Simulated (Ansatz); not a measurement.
Ansatz (a first-principles code) input:

Ansatz 0.2 input:
```yaml
crystal:
  periodic: [false, false, false]
  atoms:
    - {symbol: O, position_ang: [-2.29498845, -0.38450251, 0.52044252]}
    - {symbol: C, position_ang: [-1.11923642, -0.13436138, 0.22358043]}
    - {symbol: C, position_ang: [0.06915368, 0.01046777, -0.01504621]}
    - {symbol: C, position_ang: [1.34764172, 0.17449399, -0.27643776]}
    - {symbol: O, position_ang: [2.44560772, 0.31497140, -0.50070003]}
    - {symbol: H, position_ang: [-2.99030809, 0.25264660, 0.24948128]}
basis:
  gaussian:
    orbitals: 6-31G*
total_charge: 1
magnetization: {spin_polarized: false}
correlation: {method: ccsd_t, electrons: outside_noble_gas}
```

Question: What final total energy does it print?

Answer: -264.28473 Eh (CCSD(T)/6-31G*).

It need not be the lowest isomer of its formula.
